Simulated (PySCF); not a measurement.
**Core-level binding energies of (H2B-mu-AsH2)2**

Species: (H2B-mu-AsH2)2.
Structure used (PBE0-D3(BJ)/def2-SVP), in Å, numbered top down from 1:
```
atom  x, y, z in Å
B1     0.8135   -0.5993    1.1458
H2     1.7844   -0.0356    1.6027
H3     0.5231   -1.6630    1.6501
As4    0.8450   -0.6935   -0.9416
B5    -0.7794    0.6060   -1.1369
H6    -1.7557    0.0827   -1.6286
H7    -0.4469    1.6736   -1.6075
As8   -0.8365    0.6660    0.9499
H9     0.6724   -2.0667   -1.5372
H10    2.1228   -0.2682   -1.6166
H11   -0.7165    2.0308    1.5772
H12   -2.1108    0.1845    1.5937
```

Theory: delta-SCF UKS SCAN, pcX-2 on the ionised atom, pcseg-1 elsewhere, spin-free X2C (PySCF 2.14.0). Each binding energy is the total energy of the core-ionised species, with the hole localised on one atom, minus that of the ground state; both are solved self-consistently, so orbital relaxation is included.

**Question.** List the computed XPS lines with their assignment.

**Answer.** 
```csv
atom(s),environment,level,binding energy (eV),count
B1/B5,boron bonded to 2 As and 2 H,B 1s,194.43,2
```

**Question.** Which photon energy gives electrons from B 1s of B1/B5 a kinetic energy of 100 eV, and what is their de Broglie wavelength?

**Answer.** hν = 194.43 + 100 = 294.43 eV, recoil neglected; λ = 12.264 Å/√(E/eV) = 1.23 Å.

**Question.** Which photon wavelength matches the B 1s of B1/B5 threshold?

**Answer.** λ = hc/E = 12398.42 eV Å / 194.43 eV = 63.768 Å.

Atoms equivalent by their bonding share one computed value, that of the first of them. No level of arsenic is listed. Geometry: PBE0-D3(BJ)/def2-SVP, one conformer, isolated molecule.
